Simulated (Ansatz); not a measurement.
This geometry of C3H6OSi (11 atoms, charge 0, multiplicity 1) is a first-order saddle point.

Computed with RKS PBE-D4/6-31G* (Ansatz).

```xyz
11
Properties=species:S:1:pos:R:3
C 0.141 -1.920 1.702
O 0.865 -1.590 0.479
C 0.499 -0.498 -0.125
C 0.201 0.534 -0.727
Si -0.280 2.028 -1.629
H -0.626 -1.161 1.912
H 0.875 -1.962 2.522
H -0.323 -2.907 1.557
H -1.441 2.688 -0.942
H 0.845 3.021 -1.690
H -0.691 1.711 -3.038
```

Problem. Which two structures does it join? (They come from a converged band through this point; their orientation in space is the band's.)

Solution. No bond is made or broken. The dihedral H6–C1–O2–C3 goes from -60 to 61°.

Initial state:

```xyz
11
Properties=species:S:1:pos:R:3
C 0.157 -1.889 1.707
O 1.021 -1.471 0.613
C 0.590 -0.435 -0.049
C 0.213 0.542 -0.697
Si -0.325 1.980 -1.658
H 0.057 -1.072 2.440
H 0.656 -2.756 2.160
H -0.834 -2.173 1.316
H -1.620 2.506 -1.111
H 0.689 3.086 -1.600
H -0.539 1.624 -3.100
```

Final state:

```xyz
11
Properties=species:S:1:pos:R:3
C 0.110 -1.952 1.637
O 1.048 -1.438 0.650
C 0.617 -0.401 -0.012
C 0.241 0.579 -0.656
Si -0.290 2.030 -1.601
H -0.821 -2.274 1.140
H -0.109 -1.175 2.388
H 0.615 -2.809 2.103
H -1.258 2.850 -0.798
H 0.886 2.896 -1.949
H -0.972 1.639 -2.881
```

Problem. How far does it lie above each of them?

Solution. 1.2 kcal/mol above the first and 1.2 kcal/mol above the second. This is the barrier of this one path; another mechanism may lie lower.

The run took 2.4 min on 1 thread of AMD EPYC 7R43 64-Core Processor (Zen 3), on a shared host, peak memory 0.14 GiB.
